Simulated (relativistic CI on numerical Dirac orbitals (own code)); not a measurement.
## One change at a time: Kr²¹⁺

Base calculation: Dirac-Coulomb-Breit CI, orbitals from a KLI potential per configuration, model QED (radiative potential, 1s self-energy scaled to tabulated hydrogen-like ionisation energies), unscaled Slater integrals.

CI space (outside the closed core [Ne]): 3s²3p³, 3s3p⁴, 3s²3p²3d, 3p⁵, 3s3p³3d, 3p⁴3d, 3s3p²3d², 3s²3p3d4p, 3p⁴4s, 3s²3p²4s, 3p⁴4p, 3s3p²3d4s, 3s²3p²4p, 3s²3p²4d, 3s3p³4s, 3p³3d4p, 3s²3p²4f, 3s3p³4p, 3s3p³4d, 3s3p³4f, 3s²3p²5s, 3s²3p²5p, 3s²3p4s4p, 3s²3p²5d, 3s²3p²5f, 3s²3p²5g, 3s3p²4s², 3s3p³5s, 3s²3p3d², 3s²3d³, 3s3p3d³, 3s²3d²4s, 3s²3d²4p, 3s²3d²4d, 3p³3d², 3p²3d³, 3p²3d²4s, 3p²3d²4p, 3p²3d²4d, 3s²3p3d4s, 3s3p3d²4s, 3s²3d4s², 3s²3d4s4p, 3s²3d4s4d, 3s3p²3d4p, 3s3p3d²4p, 3s3p3d4s4p, 3s3p3d4p², 3s3p3d4p4d, 3p³3d4s, 3p²3d4s², 3p²3d4s4p, 3p²3d4s4d, 3s²3p4s², 3s3p3d4s², 3s²4s²4p, 3s²4s²4d, 3s²3p4p², 3s²3d4p², 3s²4s4p², 3s²4p³, 3s²4p²4d, 3s3p²4s4p, 3s3p4s²4p, 3s3p4s4p², 3s3p4s4p4d. Double excitations out of closed p, d and f shells are left out; levels of such configurations are missing from the list, as are those of other unlisted configurations, and high levels can miss mixing partners. These lack a partner that the ground configuration has and come out too high: 3s²3p²4f, 3s3p³4d, 3s3p³4f, 3s²3p²5s, 3s²3p²5p.

The lowest level and the first level of each name with at least 55 % of one term (blank where a level has no safe partner in the second run):

```tsv
Level	Base (cm⁻¹)	Shift (cm⁻¹)
3s²3p³ ⁴S°3/2	0	0
3s²3p³ ²D°3/2	79169	+2574
3s²3p³ ²D°5/2	108412	+3036
3s²3p³ ²P°1/2	155907	+9041
3s²3p³ ²P°3/2	218633	+8491
3s3p⁴ ⁴P5/2	513167	-15695
3s3p⁴ ⁴P3/2	564473	-14968
3s3p⁴ ⁴P1/2	577225	-14699
3s3p⁴ ²D5/2	666120	-9327
3s²3p²3d ⁴F5/2	746594	-9504
3s²3p²3d ²F5/2	777357	-7780
3s²3p²3d ⁴F7/2	785903	-10471
3s²3p²3d ⁴D1/2	789667	-7662
3s²3p²3d ⁴D3/2	805935	-6194
3s²3p²3d ⁴F9/2	816683	-10361
3s²3p²3d ⁴P5/2	903897	+4236
3s²3p²3d ⁴P3/2	918240	-877
3s²3p²3d ⁴P1/2	924453	+2397
3s²3p²3d ²G9/2	927434	-8619
3s²3p²3d ²D3/2	942699	-813
3s²3p²3d ²D5/2	977041	+1872
3s²3p²3d ²P3/2	1059237	+3057
```

At this charge energies of transitions that change n are usually good to better than 1 %, and those within a shell (Δn = 0) to a few per cent.

Q: One thing was changed in a second run, which moved the levels as shown. Which?
A. QED terms removed
B. Breit term removed
C. valence Slater integrals scaled by 0.9
D. only the first 3 configurations

A: D. Only the first 3 configurations. With fewer configurations the levels that remain lose their mixing partners.

LS names give the leading component of a level, which can be under half, so a name can repeat, a term be missing and a line seem to break the LS rules.
